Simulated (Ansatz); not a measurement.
Input for Ansatz (an electronic-structure program): R-B97M-V/def2-TZVPP on N2 (SMILES N#N).

Ansatz 0.2 input:
```yaml
crystal:
  periodic: [false, false, false]
  atoms:
    - {symbol: N, position_ang: [0.00000000, -0.00000000, 0.54545039]}
    - {symbol: N, position_ang: [-0.00000000, 0.00000000, -0.54545039]}
basis:
  gaussian:
    orbitals: def2-TZVPP
hamiltonian:
  xc: {name: B97M-V}
scf: {lower_state_search: off}
```

Program output:

```
WARN ansatz: RAYON_NUM_THREADS=4 ignored (pool sized by the plan → 4); use --threads N
Functional definition: B97M-V
these checks for a lower state are left out or cut short: stability, starts, cluster_reference, orbital_swaps, neighbouring_geometries, increment
integrals: 0.01 GiB planned
310 factors; their error is unknown
mean field: 0.14 GiB planned
mean field evaluation 1: about -2979.7623 eV, gradient 2.6e1 eV
mean field evaluation 2: about -2980.3188 eV, gradient 2.0e1 eV
mean field evaluation 4: about -2981.1202 eV, gradient 7.7e-2 eV
mean field evaluation 8: about -2981.1154 eV, gradient 8.8e-4 eV
mean field -2981.11544077 eV, -109.5539717756 hartree, gradient 1.5e-6 eV, S^2 0.000000; 0 other end points of the search recorded, 0 dependent functions left out
reference -2981.11546549 eV, -109.5539726843 hartree; 7, 7 occupied and 55, 55 virtual orbitals, 310 factors
Total energy: -2981.11546549 eV, -109.5539726843 hartree
Checks for a lower state left out: stability, starts, cluster_reference, orbital_swaps, neighbouring_geometries, increment
```

The calculation finished and met its thresholds.

Cost: very roughly 0.7 core-seconds.
